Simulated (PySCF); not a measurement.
## Computed properties of TiI3H, SMILES [I][TiH]([I])[I], multiplicity 1

TiI3H, SMILES [TiH]([I])([I])[I], multiplicity 1. The structure is a stationary point at B3LYP-D3(BJ)/def2-SVP. The multiplicity is an assumed one; no other spin state was optimised. The structure was generated by enumeration; whether it is a known compound was not checked. The def2 effective core potentials stand for the cores of I; spin–orbit coupling is left out. The values are those of a single conformer. All values are computed for the isolated molecule unless a solvent is named; none is compared with measurement here.

**Structure.** The optimised structure has C3v symmetry. All 9 harmonic modes at B3LYP-D3(BJ)/def2-SVP (PySCF) are real, so it is a minimum. With heavy atoms numbered as in [TiH:1]([I:2])([I:3])[I:4], the shortest bond between them is Ti1–I2 at 2.538 Å and the longest Ti1–I3 at 2.538 Å.

**Vibrations.** The strongest infrared lines (harmonic, unscaled, degenerate partners summed) lie at 323 cm⁻¹ (122 km/mol, Ti 67 %, I 18 %, H 15 %), 1800 cm⁻¹ (96 km/mol, H 98 %), 483 cm⁻¹ (55 km/mol, H 84 %, Ti 15 %). The softest mode is at 49 cm⁻¹ and the zero-point energy is 5.4 kcal/mol.

**Electronic structure.** r2SCAN/def2-TZVP (PySCF) places the frontier levels at -7.12 and -4.34 eV, a gap of 2.78 eV, and gives a dipole moment of 0.62 D and a mean polarisability of 144.9 bohr³. PBE/def2-TZVP (PySCF) at the same geometry gives -6.81 and -4.35 eV, so its gap is 0.32 eV narrower. An orbital gap is neither the optical nor the fundamental gap.

**Excitations.** TDA-B3LYP/def2-SVPD (PySCF) has S1 at 2.85 eV (435 nm, f = 0.004, weak); the most intense of the 10 singlets computed lies at 3.49 eV (f = 0.03). Strengths of degenerate partners are summed. T1 (TDA) is at 2.74 eV, 0.11 eV under S1. TDA-PBE/def2-SVPD (PySCF) puts S1 at 2.46 eV.
